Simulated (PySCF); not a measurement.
Species: C₄H₆AlBr.
Numbering: `[Br:1][Al:2]1[CH2:3][CH:4]=[CH:5][CH2:6]1` (hydrogens: H7, H8 on C3; H9 on C4; H10 on C5; H11, H12 on C6)

Level of theory: PySCF, PBE0-D3(BJ)/def2-SVP geometry optimisation, gas phase.

(1) List the bond lengths, angles and torsions at this level.

Results:

(1) 
```json
{"bond": "Br1–Al2", "length (bohr)": "4.259", "order": "single"}
{"bond": "Al2–C3, Al2–C6", "length (bohr)": "3.692", "order": "single"}
{"bond": "C3–C4, C5–C6", "length (bohr)": "2.854", "order": "single"}
{"bond": "C4=C5", "length (bohr)": "2.547", "order": "double"}
{"bond": "C3–H7 and 3 like bonds", "length (bohr)": "2.088", "order": "single"}
{"bond": "C4–H9, C5–H10", "length (bohr)": "2.074", "order": "single"}
```

Bonds in one row agree within 0.02 bohr and their mean is given. Orders are formal, as drawn. A selection of angles:
```json
{"angle": "Br1–Al2–C3", "degrees": "130.6"}
{"angle": "Br1–Al2–C6", "degrees": "130.3"}
{"angle": "C3–Al2–C6", "degrees": "99.1"}
{"angle": "Al2–C3–C4", "degrees": "97.9"}
{"angle": "Al2–C3–H7", "degrees": "115.1"}
{"angle": "C4–C3–H7", "degrees": "111.8"}
{"angle": "H7–C3–H8", "degrees": "105.2"}
{"angle": "C3–C4–C5", "degrees": "122.6"}
{"angle": "C3–C4–H9", "degrees": "118.7"}
{"angle": "C5–C4–H9", "degrees": "118.7"}
```

Dihedral angles: Br1–Al2–C3–C4 179° (antiperiplanar); Al2–C3–C4–C5 1° (synperiplanar); C3–C4–C5–C6 0° (synperiplanar); C4–C5–C6–Al2 -1° (synperiplanar); Br1–Al2–C6–C5 -179° (antiperiplanar).

The C–C distances run from 1.348 Å (C4=C5, drawn double) to 1.510 Å (C5–C6, drawn single), a spread of 0.162 Å. The 6 heavy atoms lie in one plane (0.008 Å rms). Al2 (aluminium bonded to Br and 2 C) is planar (angles 130.6°, 130.3° and 99.1°, sum 360.0°, 0.00 Å off the plane of its three neighbours). The 5-membered ring Al2–C3–C4–C5–C6 has internal angles of 97.9° to 122.6° (sum 540°, against 540° for a flat polygon); it is planar, 0.01 Å rms from its mean plane, widest ring torsion 1°.

No frequency check.
